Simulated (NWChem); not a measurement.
Program: NWChem. System: C$_{3}$H$_{3}$Cl$_{2}$F, charge 0, spin multiplicity 1, at a geometry optimised with B3LYP/def2-SVP. The structure started from a generated list of species. Level: MP2/def2-SVP, 14 core orbitals frozen.

Input file:

```
start mol
memory heap 200 mb stack 800 mb global 1000 mb
geometry units angstroms nocenter noautoz noautosym
  F     -1.948061    -0.529307    -1.022314
  C     -1.383444    -0.003722     0.089352
  C     -0.781221     1.373410     0.001207
  C      0.109422     0.162943     0.131376
  Cl     1.044075    -0.354815    -1.272754
  Cl     0.921499    -0.115904     1.683692
  H     -1.884903    -0.323854     1.009188
  H     -0.868420     2.046511     0.858247
  H     -0.797431     1.847536    -0.984153
end
basis spherical
  * library def2-svp
end
scf
  rhf
  nopen 0
  maxiter 100
  thresh 1e-7
  semidirect memsize 60000000 filesize 0
end
mp2
  freeze core 14
end
task mp2 energy
```

NWChem printed:

```
             Northwest Computational Chemistry Package (NWChem) 7.3.0
             --------------------------------------------------------

                                NWChem Input Module
                                -------------------

 Scaling coordinates for geometry "geometry" by  1.889725989
 (inverse scale =  0.529177249)

                             Geometry "geometry" -> ""
                             -------------------------

 Output coordinates in angstroms (scale by  1.889725989 to convert to a.u.)

  No.       Tag          Charge          X              Y              Z
 ---- ---------------- ---------- -------------- -------------- --------------
    1 F                    9.0000    -1.94806100    -0.52930700    -1.02231400
    2 C                    6.0000    -1.38344400    -0.00372200     0.08935200
    3 C                    6.0000    -0.78122100     1.37341000     0.00120700
    4 C                    6.0000     0.10942200     0.16294300     0.13137600
    5 Cl                  17.0000     1.04407500    -0.35481500    -1.27275400
    6 Cl                  17.0000     0.92149900    -0.11590400     1.68369200
    7 H                    1.0000    -1.88490300    -0.32385400     1.00918800
    8 H                    1.0000    -0.86842000     2.04651100     0.85824700
    9 H                    1.0000    -0.79743100     1.84753600    -0.98415300

 Effective nuclear repulsion energy (a.u.)     358.9631478014

            Nuclear Dipole moment (a.u.)
            ----------------------------
        X                 Y               Z
 ---------------- ---------------- ----------------
    -0.0000056692    -0.0000132281     0.0000226767


 Summary of "ao basis" -> "" (spherical)
 ------------------------------------------------------------------------------
       Tag                 Description            Shells   Functions and Types
 ---------------- ------------------------------  ------  ---------------------
 *                          def2-svp                  on all atoms

 Summary of "ao basis" -> "ao basis" (spherical)
 ------------------------------------------------------------------------------
       Tag                 Description            Shells   Functions and Types
 ---------------- ------------------------------  ------  ---------------------
 F                          def2-svp                 6       14   3s2p1d
 C                          def2-svp                 6       14   3s2p1d
 Cl                         def2-svp                 8       18   4s3p1d
 H                          def2-svp                 3        5   2s1p

                                 NWChem SCF Module
                                 -----------------

  ao basis        = "ao basis"
  functions       =   107
  atoms           =     9
  closed shells   =    32
  open shells     =     0
  charge          =   0.00
  wavefunction    = RHF
  use symmetry    = F
  symmetry adapt  = F

 Summary of "ao basis" -> "ao basis" (spherical)
 ------------------------------------------------------------------------------
       Tag                 Description            Shells   Functions and Types
 ---------------- ------------------------------  ------  ---------------------
 F                          def2-svp                 6       14   3s2p1d
 C                          def2-svp                 6       14   3s2p1d
 Cl                         def2-svp                 8       18   4s3p1d
 H                          def2-svp                 3        5   2s1p
[...]
 Vector   34  Occ=0.000000D+00  E= 1.808130D-01
              MO Center=  2.6D-01,  3.7D-01, -1.7D-01, r^2= 4.5D+00
   Bfn.  Coefficient  Atom+Function         Bfn.  Coefficient  Atom+Function
  ----- ------------  ---------------      ----- ------------  ---------------
    45      1.345561  4 C  s                 31      0.954561  3 C  s
   104     -0.910906  9 H  s                 69     -0.656066  5 Cl pz
    60     -0.587917  5 Cl s                 87      0.534422  6 Cl pz
    99     -0.532898  8 H  s                 78     -0.420037  6 Cl s
    44      0.400512  4 C  s                 36      0.365320  3 C  py

 Vector   35  Occ=0.000000D+00  E= 2.071636D-01
              MO Center= -5.4D-01,  1.6D+00, -5.2D-02, r^2= 5.5D+00
   Bfn.  Coefficient  Atom+Function         Bfn.  Coefficient  Atom+Function
  ----- ------------  ---------------      ----- ------------  ---------------
    31      2.798614  3 C  s                104     -1.560970  9 H  s
    45     -1.307752  4 C  s                 99     -1.265176  8 H  s
    87     -0.433685  6 Cl pz                78      0.393286  6 Cl s
    22     -0.306218  2 C  py                94     -0.275365  7 H  s
    69      0.263699  5 Cl pz                60      0.247089  5 Cl s

 center of mass
 --------------
 x =   0.05142809 y =  -0.06685225 z =  -0.02213579

 moments of inertia (a.u.)
 ------------------
         783.555075987980          43.697544627011        -151.640569931433
          43.697544627011        1263.781628667179         -68.121703517941
        -151.640569931433         -68.121703517941         771.306101605220

  Mulliken analysis of the total density
  --------------------------------------

    Atom       Charge   Shell Charges
 -----------   ------   -------------------------------------------------------
    1 F    9     9.33   1.99  1.12  0.81  3.33  2.06  0.01
    2 C    6     5.62   1.99  0.87  0.22  1.96  0.47  0.09
    3 C    6     6.04   1.99  0.86  0.30  2.06  0.78  0.04
    4 C    6     6.08   1.99  0.90  0.34  1.97  0.80  0.08
    5 Cl  17    17.10   2.00  1.99  1.21  0.75  5.94  2.09  3.07  0.04
    6 Cl  17    17.12   2.00  1.99  1.21  0.76  5.94  2.09  3.10  0.04
    7 H    1     0.92   0.75  0.14  0.03
    8 H    1     0.90   0.74  0.14  0.03
    9 H    1     0.89   0.73  0.13  0.03

       Multipole analysis of the density wrt the origin
       ------------------------------------------------

     L   x y z        total         open         nuclear
     -   - - -        -----         ----         -------
     0   0 0 0      0.000000      0.000000     64.000000

     1   1 0 0     -0.413076      0.000000     -0.000006
     1   0 1 0      0.663832      0.000000     -0.000013
     1   0 0 1      0.453405      0.000000      0.000023

     2   2 0 0    -36.954135      0.000000    311.689154
     2   1 1 0     -1.281152      0.000000    -27.758342
     2   1 0 1     -2.568458      0.000000     68.512032
     2   0 2 0    -34.343711      0.000000     85.967849
     2   0 1 1     -0.728956      0.000000     32.058702
     2   0 0 2    -36.268039      0.000000    314.294632

                   NWChem MP2 Semi-direct Energy/Gradient Module
                   ---------------------------------------------

  Basis functions       =    107
  Molecular orbitals    =    107
  Frozen core           =     14
  Frozen virtuals       =      0
  Active alpha occupied =     18
  Active beta occupied  =     18
  Active alpha virtual  =     75
  Active beta virtual   =     75
  Use MO symmetry       = F
  Use skeleton AO sym   = F

  AO/Fock/Back tols     =   1.0D-09  1.0D-09  1.0D-09

 GA uses MA = F    GA memory limited = T

 Available:
  local mem=  1.15D+08
 global mem=  1.31D+08
 local disk=  0.00D+00
  mp2_memr nvloc                    75
  nvloc new                    75
   1 passes of  18:        3145728                      57780                  25388582.
   1 passes of  18: M    114683845           G      131049102           F     111538117.

 Semi-direct pass number   1 of   1  for RHF alpha+beta  at        6.4s
  vrange nnbf                  5527
  mp2_eaftype                    96  avail_ma_in_mb                   999
 EAF : mp2_eaftype filesize          96   12694291.
  mp2_eaf for mointskh                     96
Node 0 wrote     59.7 Mb in      0.0 s     Agg I/O rate:  2040.3 Mb/s
 Done moints_semi at       11.3s
  mp2_eaftype                    96  avail_ma_in_mb                   903
 EAF : mp2_eaftype filesize          96   12694291.
  mp2_eaf for kh                    96
 Done maket at       11.7s
 Done multipass loop at       11.7s

          -------------------------------------------
          SCF energy               -1133.267196870330
          Correlation energy          -0.858334970432
          Singlet pairs               -0.518025190585
          Triplet pairs               -0.340309779846
          Total MP2 energy         -1134.125531840762
          -------------------------------------------

          ---------------------------------------------------
                    Spin Component Scaled (SCS) MP2
          Same spin pairs                     -0.226873186564
          Same spin scaling factor             0.333333333333
          Opposite spin pairs                 -0.631461783867
          Opposite spin scaling fact.          1.200000000000
          SCS-MP2 correlation energy          -0.833378536162
          Total SCS-MP2 energy             -1134.100575406493
          ---------------------------------------------------

 -----------------------
 Performance information
 -----------------------

 Timer overhead =  2.37D-07 seconds/call

               Nr. of calls         CPU time (s)                 Wall time (s)                GFlops
             ---------------    -------------------     ------------------------------   -------------------
Name         Min   Avg   Max    Min     Avg     Max     Min     Avg     Max   Mx/calls   Min     Max     Sum
mp2: moin     1     1     1    4.9     4.9     4.9      4.9     4.9     4.9     4.9      0.0     0.0     0.0
mp2: make     1     1     1   0.42    0.42    0.42     0.42    0.42    0.42    0.42      0.0     0.0     0.0
mp2: tota     1     1     1    5.4     5.4     5.4      5.4     5.4     5.4     5.4      0.0     0.0     0.0

 The average no. of pstat calls per process was 3.00D+00
 with a timing overhead of 7.11D-07s

 Task  times  cpu:       11.7s     wall:       11.7s

 Total times  cpu:       11.7s     wall:       11.7s
```
